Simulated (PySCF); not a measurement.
What does the GFN2-xTB structure of InChI=1S/C6H9O2/c1-7-6-2-4-8-5-3-6/h2-3H,4-5H2,1H3/q+1 look like in three dimensions? (Charge +1.)

Z-matrix in Å and degrees, rows numbered from 1:
```
C 
O   1  1.4230
C   2  1.3190  1  119.57
C   3  1.3981  2  126.57  1     7.24
C   4  1.4672  3  121.26  2  -174.09
O   5  1.4020  4  113.24  3    17.04
C   6  1.3994  5  112.31  4   -51.34
C   3  1.4004  2  118.75  1   175.29
H   1  1.0880  2  105.37  3   171.36
H   1  1.0926  2  111.15  3   -70.42
H   1  1.0926  2  111.13  3    52.81
H   4  1.0819  3  120.70  2    13.27
H   5  1.1130  4  108.98  3  -108.72
H   5  1.0986  4  110.58  3   135.73
H   7  1.1142  6  112.48  5   -74.02
H   7  1.1000  6  106.12  5   171.70
H   8  1.0826  3  118.78  2   -13.67
```

O2 (ether oxygen) is bent (angle 119.6°). The C–C distances run from 1.398 Å (C3=C4, drawn double in one of several resonance forms) to 1.467 Å (C4–C5, drawn single), a spread of 0.069 Å. C4 (carbon bonded to 2 C and H) is planar (angles 121.3°, 120.7° and 117.6°, sum 359.6°, 0.05 Å off the plane of its three neighbours). The 4 C–O bonds span 1.319 Å (O2–C3, drawn single) to 1.423 Å (C1–O2, drawn single), a spread of 0.104 Å.

Structure optimised with GFN2-xTB, isolated species.

Point group: C1 (no symmetry element, even within 0.4 Å). No frequency check. Torsions: C1–O2–C3–C4 7°, C3–C4–C5–O6 17°, C4–C5–O6–C7 -51°, C5–O6–C7–C8 50°, O6–C7–C8–C3 -15°.

One conformer stands for the species.

All values are computed, not measured.
